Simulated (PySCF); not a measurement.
**Electron correlation in C (carbon, neutral)**

[He] 2s1 2p3, high-spin 5S determinant (an excited configuration). All numbers are calculated (PySCF 2.14, the spin-free X2C one-electron Hamiltonian (Gaussian nucleus), in x2c-QZVPPall with one added diffuse shell each of s, p, d, f type (8s5p4d3f1g, 73 functions)). Frozen: 1s2; 4 electrons correlated.

| level | correlation energy (mhartree) |
| --- | --- |
| CCSD | -35.27 |
| (T) | -0.40 |
| CCSD(T) | -35.67 |

Diagnostics: T1 = 0.0043, D1 = 0.0069, largest double amplitude 0.023.

Cost of the coupled-cluster step: about 11 core-seconds, for 4 correlated electrons.

Iterations:

```
CC2 = 0
CCSD nocc = (np.int64(4), np.int64(0)), nmo = (72, 72)
frozen orbitals [[0], [0]]
max_cycle = 100
direct = 0
conv_tol = 1e-08
conv_tol_normt = 1e-06
diis_space = 8
diis_start_cycle = 0
Init t2, MP2 energy = -0.0285063696852901
Init E_corr(UCCSD) = -0.028506369697668
cycle = 1  E_corr(UCCSD) = -0.0337525729022098  dE = -0.0052462032  norm(t1,t2) = 0.0209115
cycle = 2  E_corr(UCCSD) = -0.0348880732979792  dE = -0.0011355004  norm(t1,t2) = 0.0061987
cycle = 3  E_corr(UCCSD) = -0.0353024656963523  dE = -0.000414392398  norm(t1,t2) = 0.00232444
cycle = 4  E_corr(UCCSD) = -0.0352704519161515  dE = 3.20137802e-05  norm(t1,t2) = 0.000399305
cycle = 5  E_corr(UCCSD) = -0.035270693741049  dE = -2.41824897e-07  norm(t1,t2) = 3.44491e-05
cycle = 6  E_corr(UCCSD) = -0.0352706286725521  dE = 6.50684969e-08  norm(t1,t2) = 4.39142e-06
cycle = 7  E_corr(UCCSD) = -0.0352706523302239  dE = -2.36576718e-08  norm(t1,t2) = 5.52593e-07
cycle = 8  E_corr(UCCSD) = -0.0352706491015664  dE = 3.22865751e-09  norm(t1,t2) = 7.65388e-08
UCCSD converged
E(UCCSD) = -37.64897688165029  E_corr = -0.03527064910156639
UCCSD(T) correction = -0.000395315309238137
```
